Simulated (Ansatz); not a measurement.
The cluster Ge₂O₂. The state is a triplet with charge 0. Geometry PBE-D4/def2-SVP; atoms count from 1.

```xyz
4

Ge    0.1616   -0.2863   -1.3069
Ge   -0.1616    0.2863    1.3069
O     0.2914    1.2193   -0.2311
O    -0.2914   -1.2193    0.2310
```

At PBE0-D4/def2-TZVP a singlet of charge 0 lies 2.67 eV below the triplet, each at its own geometry. The structure comes from a short search, and lower isomers may exist.

Q: Estimate the Mulliken populations from the PBE0/def2-TZVP orbitals of Ansatz.

A: 
| atom | charge (e) | spin (α − β) |
| --- | --- | --- |
| Ge1 | 0.49 | 0.83 |
| Ge2 | 0.49 | 0.83 |
| O3 | -0.49 | 0.17 |
| O4 | -0.49 | 0.17 |
Mulliken values depend strongly on the basis.

Q: Where does the spin sit?

A: Summed by element: Ge 1.65, O 0.35, of 2 unpaired in all. Largest on single atoms: Ge1 0.83, Ge2 0.83, O3 0.17.

Q: And the Mayer bond orders between heavy atoms (over 0.3)?

A: Ge1–Ge2 0.56 (2.70 Å); Ge1–O3 0.96 (1.86 Å); Ge1–O4 0.96 (1.86 Å); Ge2–O3 0.96 (1.86 Å); Ge2–O4 0.96 (1.86 Å).
